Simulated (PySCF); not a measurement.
A structure optimised at PBE-D3(BJ)/def2-SVP, used in a PySCF frequency run:

```xyz
13

C     -0.7250     2.5507     0.0000
C     -0.0945     1.3556     0.0000
F      1.2645     1.3460     0.0000
C     -0.7454     0.0579     0.0000
C     -0.1845    -1.1772     0.0000
C      1.2386    -1.6116     0.0000
F     -1.0337    -2.2328     0.0000
H     -1.8213     2.5951     0.0000
H     -0.1464     3.4838     0.0000
H     -1.8452     0.0867     0.0000
H      1.4385    -2.2434     0.8912
H      1.9241    -0.7497     0.0000
H      1.4385    -2.2434    -0.8912
```
Charge 0, spin multiplicity 1.

Q: Write its SMILES, formula and point group.

A: C=C(F)/C=C(\C)F, C5H6F2, Cs

Q: What are its rotational constants (standard atomic weights)?

A: 5.1827, 1.6306, 1.2502 GHz
